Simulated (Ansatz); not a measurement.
Ansatz (a first-principles code) input:

Ansatz 0.2 input:
```yaml
crystal:
  periodic: [false, false, false]
  atoms:
    - {symbol: Cl, position_ang: [-0.21467822, -0.47562689, 1.91072643]}
    - {symbol: Si, position_ang: [-0.29061518, -0.42822150, -0.10856375]}
    - {symbol: Br, position_ang: [1.76479991, -0.53357576, -0.97054514]}
    - {symbol: Br, position_ang: [-1.13681568, 1.51306644, -0.81266905]}
basis:
  gaussian:
    orbitals: def2-TZVP
hamiltonian:
  xc: b3lyp
  dispersion: d3bj
magnetization: {spin_polarized: true, initial_magnetization: 1}
relax: {f_tol: 0.002, max_steps: 150}
```

Question: What final total energy does it print?

Answer: -5898.23140 Eh (B3LYP-D3(BJ)/def2-TZVP). The basis has 170 functions.

It need not be the lowest isomer of its formula.
